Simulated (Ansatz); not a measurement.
Geometry optimisation, RHF/6-31G* (Ansatz).

Input file:

```yaml
crystal:
  periodic: [false, false, false]
  atoms:
    - { symbol: B, position_ang: [-0.065609, 0.202256, 0.235769] }
    - { symbol: "N", position_ang: [-0.082952, 0.16087, 1.720162] }
    - { symbol: H, position_ang: [-0.947517, 0.198031, 2.21543] }
    - { symbol: H, position_ang: [0.671104, 0.579413, 2.221537] }
    - { symbol: F, position_ang: [1.104593, 0.507603, -0.309543] }
    - { symbol: C, position_ang: [-1.362194, 0.029093, -0.641715] }
    - { symbol: H, position_ang: [-2.045684, -0.703274, -0.223528] }
    - { symbol: H, position_ang: [-1.897301, 0.974834, -0.708104] }
    - { symbol: H, position_ang: [-1.112195, -0.278976, -1.650472] }
    - { symbol: F, position_ang: [0.493859, -2.263738, 0.326104] }
    - { symbol: H, position_ang: [0.462796, -1.962213, 1.19236] }
basis:
  gaussian: { orbitals: "6-31G*" }
hamiltonian:
  xc: hf
relax:
  f_tol: 0.03
  max_steps: 50
```

Command:

```bash
$ ansatz run input.yaml --threads 2 --pin off --max-ram 3072MiB --backend cpu --events-out ev --progress --plain --runs-dir out
```

Task: Where does it end, and by what steps?

Result: The run converged. The force dipped under the threshold on the way, but the program's further checks kept it going. After 19 steps the energy has fallen by 0.203 eV; F10 moved furthest, 0.65 Å.

```
step  energy less start (eV)  largest force component (eV/Å)  accepted
   0                  0.0000                           2.044       yes
   1                 -0.0119                           2.497       yes
   2                 -0.1521                           0.938       yes
   3                 -0.1551                           0.374       yes
   4                 -0.1537                           1.264        no
   5                 -0.1795                           0.260       yes
   6                 -0.1934                           0.120       yes
   7                 -0.1978                           0.049       yes
   8                 -0.1984                           0.037       yes
   9                 -0.1987                           0.033       yes
  10                 -0.1995                           0.168       yes
  11                 -0.2002                           0.099       yes
  12                 -0.2014                           0.017       yes
  13                 -0.2019                           0.097       yes
  14                 -0.2023                           0.046       yes
  15                 -0.2021                           0.076        no
  16                 -0.2026                           0.012       yes
  17                 -0.2029                           0.034       yes
  18                 -0.2030                           0.049       yes
  19                 -0.2031                           0.029       yes
```

```xyz
11
Properties=species:S:1:pos:R:3
B -0.146 0.383 0.228
N -0.053 0.014 1.593
H -0.869 -0.198 2.126
H 0.704 0.350 2.152
F 0.944 0.924 -0.311
C -1.422 0.155 -0.665
H -2.255 -0.294 -0.131
H -1.761 1.099 -1.087
H -1.177 -0.490 -1.506
F 0.721 -2.655 0.794
H 0.533 -1.844 1.186
```

The run took 25 s on 2 threads of Intel(R) Xeon(R) Platinum 8223CL CPU @ 3.00GHz (Skylake/Cascade Lake), with other jobs on the host, peak memory 0.18 GiB.
